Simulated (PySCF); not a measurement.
B(F)2(vinyl) (C2H3BF2), SMILES C=CB(F)F.

Coordinates come from a B3LYP-D3(BJ)/def2-SVP optimisation. Other conformers were not sampled.

Method: TDA-B3LYP/def2-SVPD (PySCF).

Vertical excitations. The molecule is in vacuum. State labels are in the subgroup Cs.

Computed excitation energies, oscillator strengths and character:
```csv
state,symmetry,energy (eV),λ (nm),f,main pairs
S1,A",6.56,189,0.001,HOMO−1→LUMO 99 %
S2,A',7.10,175,0.485,HOMO→LUMO 89 %
S3,A",7.69,161,0.061,HOMO→LUMO+1 97 %
S4,A",8.07,154,0.000,HOMO−2→LUMO 93 %
S5,A",8.41,147,0.002,HOMO→LUMO+2 95 %
S6,A",8.48,146,0.000,HOMO−3→LUMO 94 %
S7,A",8.71,142,0.000,HOMO→LUMO+3 95 %
S8,A',9.06,137,0.005,HOMO−1→LUMO+1 98 %
S9,A",9.33,133,0.000,HOMO−5→LUMO 94 %
S10,A',9.50,130,0.010,HOMO−4→LUMO 90 %
T1,A',3.93,315,0,HOMO→LUMO 97 %
T2,A",5.92,209,0,HOMO−1→LUMO 99 %
T3,A",7.56,164,0,HOMO→LUMO+1 95 %
T4,A",7.57,164,0,HOMO−2→LUMO 83 %
```
Triplets are in the Tamm–Dancoff approximation.
